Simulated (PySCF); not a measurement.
C3H5N2, SMILES c1c[nH+]c[nH]1, charge +1. Coordinates come from a r2SCAN-D4/def2-SVP optimisation. The isomer is the one that the SMILES or the coordinates give; other isomers of the formula were not compared.

Calculation: r2SCAN-D4/def2-SVP (PySCF 2.14.0).

Harmonic wavenumbers (cm⁻¹): 635, 638, 704, 734, 754, 850, 886, 918, 937, 1066, 1105, 1137, 1183, 1220, 1327, 1465, 1479, 1572, 1627, 3289, 3292, 3307, 3591, 3599. Rotational constants (GHz): 9.295, 9.050, 4.585; symmetry number 2.

### Question
Work out the zero-point energy and the ideal-gas rigid-rotor harmonic-oscillator thermochemistry at 298.15 K and 1 atm.

### Answer
ZPE = ½ Σ hcν = ½ × 37314 cm⁻¹ = 53.34 kcal/mol. H − E(el) = 56.30 kcal/mol. Entropy in cal/(mol K): translation 38.62, rotation 22.86, vibration 2.50, total 63.98. G − E(el) = 37.23 kcal/mol. Cp = 15.85 cal/(mol K).
